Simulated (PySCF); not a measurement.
Ti(5+): ionisation energy

Ti(5+) [Ne] 3s2 3p5 [3p1/2^2 3p3/2^3, M_J = 3/2] → Ti(6+) [Ne] 3s2 3p4 [3p1/2^2 3p3/2^2, M_J = 2], as a difference of total energies. Calculation: PySCF 2.14, in an even-tempered Gaussian basis (21 s from 0.2 bohr⁻², ratio 2.4; 14 p from 0.26 bohr⁻², ratio 2.4; 5 d from 2.5 bohr⁻², ratio 2.6; 5 f from 3.7 bohr⁻², ratio 2.6); the two-component X2C-1e Hamiltonian. Correlated levels: 1s2 frozen; the 52 highest virtual spinors dropped. "Screened" scales the spin-orbit matrix elements by Boettger's factors to mimic the two-electron term; Breit and QED terms are absent.

```
                    method  ionisation energy (eV)
           GHF (spin-free)                  118.07
          GMP2 (spin-free)                  118.86
 GHF (screened spin-orbit)                  118.01
GMP2 (screened spin-orbit)                  118.80
```

How much does correlation contribute at GMP2 (screened spin-orbit)?

118.80 − (118.01) = 0.79 eV, measured against GHF (screened spin-orbit).

The labels give the starting determinants; with spin-orbit coupling the two ends relaxed to ⟨J²⟩ = 3.75, ⟨L²⟩ = 2.00, ⟨S²⟩ = 0.75 and ⟨J²⟩ = 6.01, ⟨L²⟩ = 2.06, ⟨S²⟩ = 1.97.

For comparison: 119.53 eV (semi-empirical (NIST evaluation); NIST Atomic Spectra Database, ionization energies).
